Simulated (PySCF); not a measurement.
C6H11B.
Structure used (PBE0-D3(BJ)/def2-SVP), in Å, numbered top down from 1:
```xyz
18
C6H11B angstrom
C      2.6969    0.1927    0.0934
C      1.5716    0.8855   -0.1387
C      0.5615    1.2633    0.9070
B     -0.0557   -0.1854    0.9116
C     -1.1571   -0.6637   -0.0846
C     -1.6119   -1.9237    0.0594
C     -1.7421    0.2585   -1.1186
H      3.3588   -0.1034   -0.7241
H      3.0007   -0.0804    1.1086
H      1.3112    1.1137   -1.1790
H      1.0372    1.5519    1.8535
H     -0.0985    2.0646    0.5491
H      0.3871   -0.9878    1.7043
H     -1.1870   -2.5944    0.8120
H     -2.4223   -2.3292   -0.5598
H     -2.5310   -0.2265   -1.7133
H     -2.1745    1.1584   -0.6509
H     -0.9682    0.6163   -1.8178
```

Computed, not measured: TDDFT wB97X-D/def2-SVPD, vertical, gas phase, core orbitals frozen in the response in PySCF.

Problem. Predict the UV-vis stick spectrum at this level.

Solution. 

```tsv
state	E (eV)	λ (nm)	ν̃ (cm⁻¹)	f	main configurations (H = HOMO, L = LUMO)
S1	5.23	237.1	42170	0.288	H→L (86%)
S2	5.75	215.6	46380	0.029	H-2→L (78%), H-1→L (14%)
S3	6.01	206.2	48500	0.127	H-1→L (68%), H-2→L (17%)
S4	6.64	186.6	53590	0.045	H-3→L (78%), H-1→L (10%)
S5	7.18	172.6	57950	0.179	H→L+2 (65%), H→L+1 (11%)
S6	7.29	170.0	58810	0.019	H→L+1 (65%), H→L+3 (10%)
S7	7.57	163.8	61060	0.0080	H-4→L (39%), H→L+4 (12%), H-1→L+1 (12%)
S8	7.61	162.9	61380	0.011	H-4→L (25%), H-5→L (20%), H→L+3 (12%)
S9	7.75	160.0	62480	0.014	H-5→L (48%), H-4→L (14%), H-3→L+2 (8%)
S10	7.80	158.9	62940	0.027	H→L+3 (43%), H→L+4 (21%), H-1→L+1 (16%)
```

Triplets (Tamm–Dancoff): T1 3.62 eV, H→L (73%), H-1→L (10%), H-1→L+2 (9%); T2 4.04 eV, H-1→L (58%), H→L+2 (24%); T3 5.32 eV, H-2→L (64%), H-3→L (16%); T4 5.50 eV, H-2→L (28%), H-3→L (26%), H→L+2 (15%).

The lowest singlet comes at 237 nm (504 kJ/mol) in the ultraviolet; it is strong; its leading configuration is HOMO→LUMO (86%). The lowest level is also the most intense of those listed (f = 0.288). Löwdin shares by element: HOMO carbon 70% or more (atoms not listed hold the other 30%); LUMO carbon 49% or more, boron 24% (atoms not listed hold the other 27%). Weighted by f, the mean energy of these states is 6.19 eV. Orbital energies (eV): HOMO-3 -10.99, HOMO-2 -10.50, HOMO-1 -9.70, HOMO -8.93, LUMO 0.35, LUMO+1 2.13, LUMO+2 2.30. The listed states span 2.58 eV, and the widest gap between neighbours is 0.63 eV (S3 to S4). All these states lie below the vertical ionisation energy of 9.04 eV (ΔSCF). Only the lowest 10 singlets were computed, as vertical energies without vibronic structure.

One conformer stands for the species.
